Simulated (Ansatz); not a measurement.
Ansatz (a first-principles code) input:

Ansatz 0.2 input:
```yaml
crystal:
  periodic: [false, false, false]
  atoms:
    - {symbol: C, position_ang: [-1.94939339, -0.08238617, 0.12950409]}
    - {symbol: N, position_ang: [-0.71889534, -0.65939589, -0.31604871]}
    - {symbol: B, position_ang: [0.46306059, -0.05992460, -0.07674042]}
    - {symbol: F, position_ang: [0.69170119, 1.14659368, 0.60030409]}
    - {symbol: F, position_ang: [1.68931502, -0.57175223, -0.48420773]}
    - {symbol: H, position_ang: [-2.50978425, -0.75848999, 0.80451212]}
    - {symbol: H, position_ang: [-2.64718758, 0.11600238, -0.70746389]}
    - {symbol: H, position_ang: [-1.85884920, 0.87862582, 0.67710310]}
basis:
  gaussian:
    orbitals: def2-TZVP
hamiltonian:
  xc: {name: PBE0}
total_charge: -1
```

Q: What final total energy does it print?

A: -319.15853 Eh (PBE0/def2-TZVP). The basis has 173 functions.

It need not be the lowest isomer of its formula. Whether it binds its extra electron was not tested at this geometry.
